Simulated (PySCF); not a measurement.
PySCF input for Si(Cl)2(F)(SiH3) (Cl₂FH₃Si₂), SMILES F[Si]([SiH3])(Cl)Cl, TDDFT-PBE/def2-SVPD. The structure is a stationary point at r2SCAN-D4/def2-SVP. This is a generated structure with no PubChem entry under its InChIKey; it may be hypothetical.

```python
import numpy as np
from pyscf import gto, scf, dft, tdscf

mol = gto.M(
    atom='''
    F    -0.30073496    1.87878494    0.00000000
    Si   -0.08251462    0.27493817   -0.00000000
    Si    2.18071476   -0.27101643    0.00000001
    Cl   -1.01765788   -0.46426579    1.67673695
    Cl   -1.01765787   -0.46426578   -1.67673696
    H     2.82229670    0.28990798   -1.22433175
    H     2.82229669    0.28990798    1.22433178
    H     2.28758706   -1.75874813    0.00000000
    ''',
    basis='def2-SVPD',
    charge=0,
    spin=0,
    symmetry=True,
    max_memory=1600,
    verbose=4,
)
mf = dft.RKS(mol, xc='pbe').density_fit(auxbasis='def2-universal-jkfit')
mf.grids.level = 3
mf.conv_tol = 1e-9
mf.max_cycle = 100
mf.kernel()
mf.grids = dft.Grids(mol).set(level=1).build(with_non0tab=True)  # coarser grid for the response kernel
td = tdscf.TDDFT(mf)
td.singlet = True
td.nstates = 10
td.conv_tol = 1e-4
td.positive_eig_threshold = 1e-6
td.kernel(x0=td.get_init_guess(mf, 15))
td.analyze()
tt = tdscf.TDA(mf)
tt.singlet = False
tt.nstates = 4
tt.conv_tol = 1e-4
tt.positive_eig_threshold = 1e-6
tt.kernel(x0=tt.get_init_guess(mf, 9))
tt.analyze(verbose=3)
```

Output:

```
PySCF version 2.14.0

[INPUT] verbose = 4
[INPUT] num. atoms = 8
[INPUT] num. electrons = 74
[INPUT] charge = 0
[INPUT] spin (= nelec alpha-beta = 2S) = 0
[INPUT] symmetry True subgroup None
[INPUT] Mole.unit = angstrom
[INPUT] Symbol           X                Y                Z      unit          X                Y                Z       unit  Magmom
[INPUT]  1 F     -0.300734960000   1.878784940000   0.000000000000 AA   -0.568306710482   3.550388983557   0.000000000000 Bohr   0.0
[INPUT]  2 Si    -0.082514620000   0.274938170000   0.000000000000 AA   -0.155930033073   0.519557842489   0.000000000000 Bohr   0.0
[INPUT]  3 Si     2.180714760000  -0.271016430000   0.000000010000 AA    4.120953652197  -0.512146827957   0.000000018897 Bohr   0.0
[INPUT]  4 Cl    -1.017657880000  -0.464265790000   1.676736950000 AA   -1.923094681705  -0.877335192105   3.168573618439 Bohr   0.0
[INPUT]  5 Cl    -1.017657870000  -0.464265780000  -1.676736960000 AA   -1.923094662808  -0.877335173208  -3.168573637336 Bohr   0.0
[INPUT]  6 H      2.822296700000   0.289907980000  -1.224331750000 AA    5.333367805264   0.547846683526  -2.313651693109 Bohr   0.0
[INPUT]  7 H      2.822296690000   0.289907980000   1.224331780000 AA    5.333367786367   0.547846683526   2.313651749801 Bohr   0.0
[INPUT]  8 H      2.287587060000  -1.758748130000   0.000000000000 AA    4.322913029499  -3.323552287791   0.000000000000 Bohr   0.0

nuclear repulsion = 437.381770923459
point group symmetry = Cs
symmetry origin: [ 5.10736474e-10 -1.02147345e-09  2.40048222e-17]
symmetry axis x: [1.00000000e+00 7.82231825e-11 1.05118799e-08]
symmetry axis y: [ 7.82232281e-11 -1.00000000e+00 -4.34715399e-09]
symmetry axis z: [ 1.05118799e-08  4.34715409e-09 -1.00000000e+00]
num. orbitals of irrep A' = 91
num. orbitals of irrep A" = 58
number of shells = 63
number of NR pGTOs = 237
number of NR cGTOs = 149
basis = def2-SVPD
ecp = {}


[settings echo left out]
init E= -1600.10228919925
HOMO (A') = -0.30393436572706  LUMO (A') = -0.0683367414754281  gap/eV = 6.41094
cycle= 1 E= -1599.82626692845  delta_E= 0.276  |g|= 0.558  |ddm|= 3.54
HOMO (A") = -0.260487032398137  LUMO (A') = -0.0725697874060782  gap/eV = 5.11349
cycle= 2 E= -1599.58996581291  delta_E= 0.236  |g|= 1.28  |ddm|= 1.76
HOMO (A') = -0.276785101299116  LUMO (A') = -0.0542087181433444  gap/eV = 6.05661
cycle= 3 E= -1599.88652057642  delta_E= -0.297  |g|= 0.122  |ddm|= 1.16
HOMO (A') = -0.28218113274441  LUMO (A') = -0.0558819213936412  gap/eV = 6.15792
cycle= 4 E= -1599.88954103432  delta_E= -0.00302  |g|= 0.0569  |ddm|= 0.24
HOMO (A') = -0.285121004443943  LUMO (A') = -0.0593989086070041  gap/eV = 6.14221
cycle= 5 E= -1599.89032088012  delta_E= -0.00078  |g|= 0.0157  |ddm|= 0.0858
HOMO (A') = -0.283696511130481  LUMO (A') = -0.0579099321851229  gap/eV = 6.14397
cycle= 6 E= -1599.89039827478  delta_E= -7.74e-05  |g|= 0.00275  |ddm|= 0.0253
HOMO (A') = -0.283777405343874  LUMO (A') = -0.0579883728626949  gap/eV = 6.14403
cycle= 7 E= -1599.89040005073  delta_E= -1.78e-06  |g|= 0.000785  |ddm|= 0.0054
HOMO (A') = -0.283755905883166  LUMO (A') = -0.0579617489489563  gap/eV = 6.14417
cycle= 8 E= -1599.89040023978  delta_E= -1.89e-07  |g|= 0.000158  |ddm|= 0.00142
HOMO (A') = -0.283748484448352  LUMO (A') = -0.0579578661607818  gap/eV = 6.14408
cycle= 9 E= -1599.89040024589  delta_E= -6.11e-09  |g|= 2.6e-05  |ddm|= 0.000235
HOMO (A') = -0.283752652183329  LUMO (A') = -0.0579609750463015  gap/eV = 6.14410
cycle= 10 E= -1599.89040024608  delta_E= -1.94e-10  |g|= 8.51e-06  |ddm|= 4.89e-05
HOMO (A') = -0.283751919507905  LUMO (A') = -0.0579602936759738  gap/eV = 6.14410
Extra cycle  E= -1599.89040024605  delta_E= 2.75e-11  |g|= 1.35e-05  |ddm|= 2.61e-05
converged SCF energy = -1599.89040024605
tot grids = 38176
Overwritten attributes  positive_eig_threshold  of <class 'pyscf.tdscf.rks.CasidaTDDFT'>


******** <class 'pyscf.tdscf.rks.CasidaTDDFT'> for <class 'pyscf.df.df_jk.DFSymAdaptedRKS'> ********
nstates = 10 singlet
deg_eia_thresh = 1.000e-03
wfnsym = None
conv_tol = 0.0001
eigh lindep = 1e-12
eigh level_shift = 0
eigh max_cycle = 100


Excitation energies (eV)
[6.51275476 6.70092896 6.76293509 6.77730384 6.94697502 6.99642682
 7.05955573 7.1930463  7.32510694 7.34363936]

** Singlet excitation energies and oscillator strengths **
Excited State   1:   A'      6.51275 eV    190.37 nm  f=0.0500
      36 -> 39        0.13675
      37 -> 38        0.66707
Excited State   2:   A"      6.70093 eV    185.03 nm  f=0.0008
      36 -> 38       -0.58814
      37 -> 39        0.37337
Excited State   3:   A'      6.76294 eV    183.33 nm  f=0.1077
      35 -> 39        0.12385
      36 -> 39       -0.10193
      37 -> 40       -0.66579
Excited State   4:   A"      6.77730 eV    182.94 nm  f=0.0247
      35 -> 38        0.38773
      36 -> 38       -0.29206
      36 -> 40        0.14714
      37 -> 39       -0.47081
Excited State   5:   A'      6.94698 eV    178.47 nm  f=0.0266
      35 -> 39        0.18814
      36 -> 39        0.66152
      37 -> 38       -0.10392
Excited State   6:   A"      6.99643 eV    177.21 nm  f=0.0146
      35 -> 38        0.50373
      36 -> 40       -0.42833
      37 -> 39        0.21028
Excited State   7:   A"      7.05956 eV    175.63 nm  f=0.0405
      35 -> 38        0.28966
      35 -> 40        0.15519
      36 -> 38        0.20576
      36 -> 40        0.53023
      37 -> 39        0.22353
Excited State   8:   A'      7.19305 eV    172.37 nm  f=0.0468
      34 -> 38       -0.32903
      35 -> 39       -0.58421
      36 -> 39        0.12919
      37 -> 38       -0.11043
Excited State   9:   A"      7.32511 eV    169.26 nm  f=0.0199
      34 -> 39        0.19055
      35 -> 40        0.64258
      37 -> 39       -0.10753
Excited State  10:   A'      7.34364 eV    168.83 nm  f=0.0147
      34 -> 38       -0.11812
      37 -> 41       -0.67725

** Transition electric dipole moments (AU) **
state          X           Y           Z        Dip. S.      Osc.
  1        -0.5160     -0.2175     -0.0000      0.3136      0.0500
  2         0.0000     -0.0000     -0.0705      0.0050      0.0008
  3         0.7886     -0.1670      0.0000      0.6498      0.1077
  4        -0.0000     -0.0000      0.3856      0.1487      0.0247
  5         0.3575      0.1688      0.0000      0.1563      0.0266
  6        -0.0000      0.0000     -0.2915      0.0850      0.0146
  7         0.0000      0.0000     -0.4840      0.2343      0.0405
  8         0.5146      0.0262      0.0000      0.2655      0.0468
  9         0.0000     -0.0000      0.3330      0.1109      0.0199
 10        -0.2790      0.0606     -0.0000      0.0815      0.0147

** Transition velocity dipole moments (imaginary part, AU) **
state          X           Y           Z        Dip. S.      Osc.
  1        -0.1270     -0.0563      0.0000      0.0193      0.0538
  2         0.0000     -0.0000     -0.0196      0.0004      0.0010
  3         0.2010     -0.0441     -0.0000      0.0424      0.1136
  4        -0.0000     -0.0000      0.1005      0.0101      0.0270
  5         0.0907      0.0425     -0.0000      0.0100      0.0262
  6        -0.0000      0.0000     -0.0753      0.0057      0.0147
  7        -0.0000      0.0000     -0.1271      0.0161      0.0415
  8         0.1324      0.0059     -0.0000      0.0176      0.0443
  9        -0.0000     -0.0000      0.0885      0.0078      0.0194
 10        -0.0731      0.0171     -0.0000      0.0056      0.0139

** Transition magnetic dipole moments (imaginary part, AU) **
state          X           Y           Z
  1         0.0000     -0.0000      0.5047
  2         0.1136     -0.2401     -0.0000
  3         0.0000     -0.0000      0.3988
  4         0.0098      0.7483      0.0000
  5         0.0000     -0.0000     -0.1069
  6         0.0580     -0.2864     -0.0000
  7         0.1340     -0.3456     -0.0000
  8         0.0000     -0.0000     -0.1333
  9        -0.0081      0.3838      0.0000
 10        -0.0000      0.0000      0.2206
Overwritten attributes  positive_eig_threshold  of <class 'pyscf.tdscf.rks.TDA'>


******** <class 'pyscf.tdscf.rks.TDA'> for <class 'pyscf.df.df_jk.DFSymAdaptedRKS'> ********
nstates = 4 triplet
deg_eia_thresh = 1.000e-03
wfnsym = None
conv_tol = 0.0001
eigh lindep = 1e-12
eigh level_shift = 0
eigh max_cycle = 100


Excitation energies (eV)
[5.76429929 5.96589517 6.22767068 6.4605394 ]

** Triplet excitation energies and oscillator strengths **
Excited State   1:   A'      5.76430 eV    215.09 nm  f=0.0000
Excited State   2:   A"      5.96590 eV    207.82 nm  f=0.0000
Excited State   3:   A'      6.22767 eV    199.09 nm  f=0.0000
Excited State   4:   A"      6.46054 eV    191.91 nm  f=0.0000
```

Self-consistency was reached.
